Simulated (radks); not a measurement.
The oxygen anion O-, [He] 2s2 2p5, held by a Watson sphere: a shell of charge +1 at radius R that stands for the Madelung well of a crystal (potential energy -1/R inside, -1/r outside, in hartree with lengths in bohr). Method: non-relativistic Kohn-Sham, PBE, spin-polarised, spherical densities, point nucleus; open shells are filled with parallel spins first; computed with a radial shooting solver on a logarithmic mesh with Libxc functionals. Response by self-consistent Sternheimer equations with the Hartree and adiabatic LDA kernel. The sphere does not respond.

| R (bohr) | e(2s down) (eV) | e(2p up) (eV) | e(2p down) (eV) | <r> 2p (bohr) | sum of <r^2> (bohr^2) | X-ray form factor at sin(theta)/lambda = 0.2 1/angstrom | alpha (bohr^3) |
|---|---|---|---|---|---|---|---|
| 2.05 | -21.644 | -8.415 | -7.143 | 1.429 | 16.63 | 5.859 | 10.73 |
| 2.23 | -21.155 | -7.984 | -6.722 | 1.452 | 17.10 | 5.826 | 11.89 |
| 2.8 | -19.849 | -6.783 | -5.534 | 1.514 | 18.39 | 5.758 | 16.03 |
| 2.96 | -19.540 | -6.490 | -5.242 | 1.529 | 18.71 | 5.747 | 17.32 |
| 3.53 | -18.601 | -5.586 | -4.335 | 1.576 | 19.69 | 5.720 | 22.32 |
| 3.64 | -18.444 | -5.433 | -4.182 | 1.584 | 19.87 | 5.717 | 23.36 |
